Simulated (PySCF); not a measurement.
Simulated P 2p region for `[SiH3]P([SiH3])[SiH3]`, binding energy against the vacuum level.

Every computed line was given a Gaussian of 0.8 eV full width at half maximum and an area set by the number of equivalent atoms (split 2:1 within a doublet); the highest printed point is 100. Computed with PySCF, delta-SCF UKS SCAN, pcX-2 on the ionised atom, pcseg-1 elsewhere, spin-free X2C.

(binding energy (eV), intensity): (134.4, 0), (134.5, 1), (134.6, 3), (134.7, 6), (134.8, 11), (134.9, 19), (135.0, 32), (135.1, 47), (135.2, 65), (135.3, 81), (135.4, 94), (135.5, 100), (135.6, 98), (135.7, 90), (135.8, 79), (135.9, 68), (136.0, 60), (136.1, 55), (136.2, 54), (136.3, 54), (136.4, 53), (136.5, 49), (136.6, 42), (136.7, 34), (136.8, 25), (136.9, 17), (137.0, 10), (137.1, 6), (137.2, 3), (137.3, 1), (137.4, 1), (137.5, 0), (137.6, 0)

**Question.** Count the maxima, the lines and the sites behind this envelope.

**Answer.** The curve has 1 maximum (at 135.5 eV). Under it lie 2 lines from 1 inequivalent phosphorus site, drawn as a 2p3/2, 2p1/2 pair. At this width some lines have no maximum of their own.

**Question.** Decompose the envelope and assign each component. Numbering: `[SiH3:1][P:2]([SiH3:3])[SiH3:4]`.

**Answer.** 
```csv
position (eV),relative area,line,atoms,environment
135.51,0.67,P 2p3/2,P2,three-coordinate phosphorus
136.40,0.33,P 2p1/2,P2,three-coordinate phosphorus
```

Shake-up satellites, vibrational structure and lifetime widths aren't simulated. For 2p shells one spin-free hole was relaxed; a mean-field spin–orbit operator and the ground-state splitting of the three 2p orbitals were then diagonalised within the shell. The shell's mean is (2 × 2p3/2 + 2p1/2)/3, and the degeneracies 2j + 1 give areas of 2:1. 2p1/2 minus 2p3/2 (ligand field included): P 0.89 eV. Geometry: PBE0-D3(BJ)/def2-SVP; no solvent, vibrations or thermal averaging.

On an Arm Neoverse V2 with one thread, shared host with 96 logical CPUs at a one-minute load of 24, this took 17 s wall and 0.54 GiB of memory at its peak.
